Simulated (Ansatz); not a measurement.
Basis sets compared for C₈H₁₆N₂O (relaxed from a model of 1-butyl-3-methylimidazolium hydroxide, whose bonding it doesn't keep). The state is a singlet with charge 0. Geometry PBE-D4/def2-SVP. Ansatz on 4 threads of AMD EPYC 7R43 on a shared host; times are rough, and most runs start from earlier orbitals.

```xyz
27

C    -2.842   -2.274   -1.214
C    -2.233   -0.939   -0.782
C    -1.210   -0.396   -1.785
C    -0.541    0.924   -1.380
N     0.296    0.827   -0.191
C    -0.179    0.906    1.118
C     1.005    0.842    2.017
N     1.986    0.248    1.087
C     3.365    0.085    1.483
C     1.584    0.460   -0.216
H    -3.358   -2.192   -2.195
H    -3.585   -2.641   -0.476
H    -2.062   -3.058   -1.317
H    -3.039   -0.182   -0.645
H    -1.743   -1.034    0.211
H    -0.415   -1.156   -1.961
H    -1.700   -0.232   -2.772
H     0.096    1.299   -2.207
H    -1.308    1.703   -1.182
H    -1.097    1.469    1.324
H     0.928    0.211    2.934
H     3.917   -0.481    0.705
H     3.411   -0.493    2.429
H     3.881    1.057    1.656
H     2.139    0.158   -1.109
O     1.453    2.111    2.578
H     1.251    2.779    1.891
```

Binding counts from free atoms (C triplet, N quartet, H doublet, O triplet) in the same basis, without a counterpoise term.

| level | functions | energy (Eh) | HOMO (eV) | LUMO (eV) | binding per atom (eV) | wall time |
| --- | --- | --- | --- | --- | --- | --- |
| PBE-D4/def2-SVP | 234 | -498.1725 | -2.94 | -0.52 | 4.37 | 2.9 s |
| PBE0-D4/def2-SVP | 234 | -498.2184 | -3.87 | 0.27 | 4.28 | 5.5 s |

Q: Estimate the rows for PBE-D4/def2-TZVP (with forces), PBE0-D4/def2-TZVP (with forces).

A: 
```
                          level  functions  energy (Eh)  HOMO (eV)  LUMO (eV)  binding per atom (eV)  wall time
 PBE-D4/def2-TZVP (with forces)        437    -498.7182      -3.18      -0.79                   4.32        8 s
PBE0-D4/def2-TZVP (with forces)        437    -498.7552      -4.05       0.01                   4.22       21 s
```
